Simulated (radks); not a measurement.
Cs3+, 52 electrons, occupied as [Kr] 4d10 5s2 5p4.

Method: scalar-relativistic Kohn-Sham, r2SCAN, spin-unpolarised, spherical densities, finite nucleus; meta-GGA in the generalised Kohn-Sham scheme; Fermi nuclear charge, rms radius 4.8041 fm; computed with a radial shooting solver on a logarithmic mesh with Libxc functionals.

Energy parts (hartree):
| part | energy |
|---|---|
| total | -7785.3631 |
| kinetic | 8202.7708 |
| electron-nucleus | -18782.5348 |
| Hartree | 2986.0487 |
| exchange-correlation | -191.6477 |

Orbitals (lengths in bohr, moments of r in powers of bohr; r(max) is where P^2 peaks; r(90%) holds 90 % of the orbital's charge):
orbital  occ.  eigenvalue (hartree)  r(90%)   r(max)
1s          2             -1318.913  0.0470  0.01678
2s          2             -208.4811   0.173  0.09483
2p          6             -187.0165   0.160  0.07620
3s          2             -44.47334   0.438   0.2721
3p          6             -37.52275   0.444   0.2663
3d         10             -27.33426   0.428   0.2207
4s          2              -9.37391   0.999   0.6428
4p          6              -7.13810    1.08   0.6728
4d         10              -3.86990    1.26   0.7199
5s          2              -2.01171    2.41    1.524
5p          4              -1.46556    2.76    1.715

The highest occupied level is 5p at -39.880 eV. Summed over all electrons, <r^2> = 37.50 bohr^2, which gives a Langevin (diamagnetic) susceptibility term of -29.7 x 10^-6 cm^3/mol.
